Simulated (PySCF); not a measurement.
**Computed properties of CH7ClN2Si2, SMILES N[Si@]1(Cl)NC[SiH2]1**

CH7ClN2Si2, SMILES Cl[Si@]1(N)[SiH2]CN1. Geometry optimised at B3LYP-D3(BJ)/def2-SVP. The structure was generated by enumeration; whether it is a known compound was not checked. One conformer was computed; it need not be the lowest. All values are computed for the isolated molecule unless a solvent is named; none is compared with measurement here.

**Structure.** All 33 harmonic modes at B3LYP-D3(BJ)/def2-SVP (PySCF) are real, so it is a minimum. With heavy atoms numbered as in [NH2:1][Si@:2]1([Cl:3])[NH:4][CH2:5][SiH2:6]1, the shortest bond between them is N4–C5 at 1.476 Å and the longest Si2–Si6 at 2.341 Å.

**Vibrations.** The strongest infrared lines (harmonic, unscaled, degenerate partners summed) lie at 309 cm⁻¹ (173 km/mol, H 81 %, N 18 %), 913 cm⁻¹ (149 km/mol, Si 38 %, N 36 %, H 25 %), 520 cm⁻¹ (147 km/mol, H 41 %, Si 34 %, Cl 14 %). The softest mode is at 97 cm⁻¹ and the zero-point energy is 56.0 kcal/mol.

**Electronic structure.** ωB97X/def2-TZVP (PySCF) places the frontier levels at -9.36 and 2.08 eV, a gap of 11.44 eV, and gives a dipole moment of 2.33 D and a mean polarisability of 88.7 bohr³. PBE/def2-TZVP (PySCF) at the same geometry gives -5.79 and -0.71 eV, so its gap is 6.36 eV narrower. An orbital gap is neither the optical nor the fundamental gap.

**Excitations.** TDDFT-CAM-B3LYP/def2-SVPD (PySCF) has S1 at 6.36 eV (195 nm, f = 0.019, weak); the most intense of the 10 singlets computed lies at 7.15 eV (f = 0.17). T1 (TDA) is at 5.59 eV. TDDFT-PBE/def2-SVPD (PySCF) puts S1 at 5.17 eV. No vertical singlet excitation falls in the visible range (under 3.1 eV).

**NMR.** GIAO shifts at PBE0/pcSseg-1 (PySCF) (non-relativistic, atoms alike by connectivity averaged): ¹³C at 28.2 ppm against TMS; ¹H from 1.5 to 4.7 ppm against TMS; ²⁹Si from -27.7 to -2.4 ppm against TMS. Without spin–orbit terms, shifts of atoms bonded to Cl or Br come out too high.

**Solvation.** SMD-ωB97X/6-31G* (PySCF) gives -2.7 kcal/mol in water, -3.8 kcal/mol in toluene, -5.4 kcal/mol in chlorobenzene (1 M in both phases, gas-phase geometry); of these solvents chlorobenzene holds the molecule best.
